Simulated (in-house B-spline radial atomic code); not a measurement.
A calculation on Pt II (Pt+): its settings, and results tabulated from the run. Level of theory: scalar-relativistic (X2C) LDA PW92, spin-polarised, spherical fractional occupations, Fermi nucleus of rms radius 5.427 fm; calculated with a radial B-spline atomic code at the basis-set limit.

Command:
```bash
python run_scf.py task.json out
```
Settings (nuclear radius in fm, mass in u):
```
Z                78
configuration    [Xe] 4f14 5d9
hamiltonian      x2c
method           lda,pw
spin_polarised   True
nucleus          fermi
rms_radius       5.427
atomic_mass      194.96479
speed_of_light   137.035999084
```

Output (hartree, bohr):
```
 radial grid: 81 intervals, B-splines of order 8, outer radius 60 bohr

 iter        energy (Eh)    residual
    1      -18402.664775    6.70e-01
    2      -18399.888585    3.00e-01
    3      -18403.563747    1.40e-01
    4      -18404.203967    4.60e-02
    5      -18404.108567    7.47e-02
    6      -18404.262514    2.88e-03
    7      -18404.262670    2.19e-03
    8      -18404.262872    8.22e-05
    9      -18404.262873    8.03e-06
   10      -18404.262873    7.32e-07

 total energy                    -18404.26287
 kinetic                           21057.8580
 electron-nucleus                 -46282.7067
 Hartree                            7170.2185
 exchange-correlation               -349.6326

 orbital      occ     eigenvalue          <r>       <r^2>       <1/r>       r_max
 1s up      1.000     -2869.0786    0.0163294 0.000375905         104     0.00965
 1s down    1.000     -2869.0786    0.0163294 0.000375905         104     0.00965
 2s up      1.000      -504.2607    0.0715648  0.00612579     24.4043      0.0611
 2s down    1.000      -504.2584    0.0715647  0.00612578     24.4044      0.0611
 2p up      3.000      -439.2172    0.0646231  0.00512205      19.972     0.04994
 2p down    3.000      -439.2153     0.064623  0.00512203     19.9721     0.04994
 3s up      1.000      -118.6905     0.186762   0.0400316     8.75967       0.173
 3s down    1.000      -118.6894     0.186761   0.0400313     8.75968       0.173
 3p up      3.000       -99.6335     0.187427   0.0408438     7.59009      0.1715
 3p down    3.000       -99.6323     0.187426   0.0408435      7.5901      0.1715
 3d up      5.000       -78.0323     0.170443    0.034032     7.03807      0.1397
 3d down    5.000       -78.0305     0.170443    0.034032     7.03805      0.1397
 4s up      1.000       -25.7170     0.415449    0.195076     3.65161      0.3906
 4s down    1.000       -25.7146     0.415448    0.195073     3.65156      0.3906
 4p up      3.000       -19.4247     0.441283    0.221629     3.19675      0.4098
 4p down    3.000       -19.4223     0.441271    0.221612     3.19677      0.4098
 4d up      5.000       -11.5473     0.468724    0.254218     2.83129      0.4187
 4d down    5.000       -11.5445     0.468673    0.254148     2.83148      0.4187
 5s up      1.000        -4.0514     0.953637     1.02159     1.45084      0.8699
 5s down    1.000        -4.0357     0.952796     1.01983     1.45259      0.8694
 5p up      3.000        -2.3929      1.10287      1.3784     1.20919      0.9763
 5p down    3.000        -2.3742      1.10193     1.37629     1.21071      0.9754
 4f up      7.000        -2.8936     0.516725    0.325555      2.3883      0.3845
 4f down    7.000        -2.8896     0.516314    0.324905     2.38944      0.3845
 5d up      5.000        -0.5452      1.64494     3.22503    0.803655       1.265
 5d down    4.000        -0.5253      1.65398     3.26959    0.800975       1.264
```

Run time, properties included: 0.49 s on 1 thread of Arm Neoverse V1 (shared host).

One-electron X2C: radii and densities carry no picture-change correction, so inner-shell <1/r> comes out high (for 1s by about 2 % at Z = 33, 5 % at 54, 10 % at 75, 30 % at 118) and <r> low.
